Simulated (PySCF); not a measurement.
From one molecule to another.

First species: C5H7ClO3Si.
Z-matrix (Å and degrees, GFN2-xTB geometry), rows numbered from 1:
```
O 
C   1  1.1904
O   2  1.3562  1  119.72
C   3  1.3706  2  119.60  1  -167.08
C   4  1.3273  3  123.72  2   -17.50
Si  5  1.8793  4  123.84  3   178.15
C   6  1.9151  5  107.85  4   115.90
Cl  7  1.7886  6  108.78  5    63.56
C   5  1.4992  4  115.67  3    -0.97
O   2  1.3266  1  121.64  3  -178.03
H   4  1.0783  3  111.20  2   162.01
H   6  1.4631  5  109.31  4  -126.59
H   6  1.4631  5  109.41  4    -1.93
H   7  1.0878  6  113.30  5   -54.84
H   7  1.0868  6  112.75  5  -178.53
H   9  1.0928  5  111.80  4   141.49
H   9  1.0991  5  110.46  4   -98.17
```

Second species: C2H11FO2Si3.
InChI=1S/C2H11FO2Si3/c1-2(3)8(4-6)5-7/h2,8H,1,6-7H3/t2-/m0/s1

Levels: PBE0/pcSseg-1 for dipole moment, HOMO energy, LUMO energy and HOMO–LUMO gap; GFN2-xTB for rotational constant A and rotational constant C. Geometries: GFN2-xTB. Each structure is a single optimised conformer of the isolated species, non-relativistic unless stated; the electronic structure was computed with PySCF and density fitting.

Dipoles, sizes and rotational constants follow the conformer. The torsions of the flexible species, by atom-mapped SMILES:
- `[O:1]=[C:2]1[O:3][CH:4]=[C:5]([SiH2:6][CH2:7][Cl:8])[CH2:9][O:10]1`: C4–C5–Si6–C7 116°, C5–Si6–C7–Cl8 64°
- `[CH3:1][C@@H:2]([F:3])[SiH:4]([O:5][SiH3:6])[O:7][SiH3:8]`: C1–C2–Si4–O5 44°, C2–Si4–O5–Si6 159°, C2–Si4–O7–Si8 -136°

Values for the first species:

- Dipole moment: 5.92 D
- HOMO energy: -7.79 eV
- LUMO energy: -1.02 eV
- HOMO–LUMO gap: 6.77 eV
- Rotational constant A: 2.120 GHz
- Rotational constant C: 0.428 GHz

Problem. Estimate the same properties for the second species, and the change in each.

Solution. 
| property | first | second | second less first |
| --- | --- | --- | --- |
| dipole moment | 5.92 D | 2.64 D | -3.28 D |
| HOMO energy | -7.79 eV | -7.88 eV | -0.09 eV |
| LUMO energy | -1.02 eV | -0.11 eV | +0.91 eV |
| HOMO–LUMO gap | 6.77 eV | 7.77 eV | +1.00 eV |
| rotational constant A | 2.120 GHz | 1.194 GHz | -0.926 GHz |
| rotational constant C | 0.428 GHz | 0.535 GHz | +0.107 GHz |

On the first: The dipole matches unit charges of opposite sign 1.23 Å apart (1 e·Å = 4.8032 D). A dipole of 5.92 D is allowed in C1, and pure rotational transitions are dipole-allowed.

On the second: The dipole matches unit charges of opposite sign 0.55 Å apart (1 e·Å = 4.8032 D). A dipole of 2.64 D is allowed in C1, and pure rotational transitions are dipole-allowed. GFN2-xTB frequencies show an imaginary mode (27i cm⁻¹), so this geometry is no minimum at that level.
